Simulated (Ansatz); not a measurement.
Reactions of tetrafluoroethylene, C₂F₄.

Program: Ansatz. Geometries: PBE0-D4/def2-TZVP. ΔE: electronic, gas phase. CCSD(T)/CBS adds triple-zeta CCSD(T) − MP2 to the extrapolated MP2 energy (def2 sets, frozen cores). This one scheme is used for every species, atoms too. No spin–orbit coupling; open shells (•) take unrestricted orbitals. Spin–orbit coupling would lower the free atoms: a little for C, F. Elements past krypton have def2 core potentials. For I outer-core shells are correlated without core-valence functions, so the limit isn't a true one: a few kJ/mol of doubt a bond, and 10 to 20 or more in all where bonds break to atoms.

Q: Order these by ΔE at CCSD(T)/CBS, lowest first. (Best estimate.)
A. `FC(F)=C(F)F` → 2 C• + 4 F•
B. `FC(F)=C(F)F` + HCl → `FC(F)=C(F)Cl` + H–F
C. `FC(F)=C(F)F` + HI → `FC(F)=C(F)I` + H–F

A: C (-37.4 kJ/mol), B (-19.9 kJ/mol), A (+2455.9 kJ/mol).

Largest T1 diagnostic: 0.013, for `FC(F)=C(F)F`.
